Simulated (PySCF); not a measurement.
## Si+: ionisation energy

Si+ [Ne] 3s2 3p1 (2P) → Si(2+) [Ne] 3s2 (1S), as a difference of total energies. Computed with PySCF 2.14 in aug-cc-pV(Q+d)Z with one added diffuse shell each of s, p, d, f, g type (8s7p6d4f3g, 114 functions), with no relativity, point nucleus. Correlated levels: valence: [Ne] frozen. The calculations carry no spin-orbit coupling.

| method | ionisation energy (eV) |
| --- | --- |
| UHF | 15.845 |
| PBE | 16.413 |
| r2SCAN | 16.539 |
| r2SCANh | 16.534 |
| M06 | 16.184 |
| wB97M-V | 15.998 |
| MP2 (valence) | 16.137 |
| SCS-MP2 (valence) | 16.129 |

Task: Estimate what LDA gives.

Result: 16.369 eV, closest to PBE among the rows shown.

Task: Estimate what PBE0 gives.

Result: 16.438 eV, closest to PBE among the rows shown.

A first-order spin-orbit estimate (lowest level to lowest level, LS coupling) adds 0.020 eV.

Errors of the correlated levels include the incompleteness of this basis and the frozen core.

For comparison: 16.346 eV (measured; NIST Atomic Spectra Database, ionization energies).
